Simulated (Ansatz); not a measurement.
A structure relaxed at PBE0-D4/def2-TZVP, charge 0, multiplicity 1:

Cartesian coordinates in Å:
```
Cl -0.022 2.009 -2.218
In 0.464 0.086 -1.020
Cl -0.614 -1.886 -1.619
Cl 2.561 -0.094 -0.029
Se -0.999 0.560 1.368
H -1.539 -0.808 1.336
H 0.149 0.134 2.183
```

Problem. Give its formula and SMILES.

Solution. Cl3H2InSe, `[Cl][In-]([Cl])([Cl])[SeH2+]`.

Problem. Point group (tolerance 0.08 Å, 0.16 Å for H)?

Solution. Cs.

Problem. Summarise the bond lengths by kind.

Solution. 3 × Cl–In 2.316 to 2.326 Å; 1 × In–Se 2.840 Å; 2 × H–Se 1.470 Å.

Computed with Ansatz.
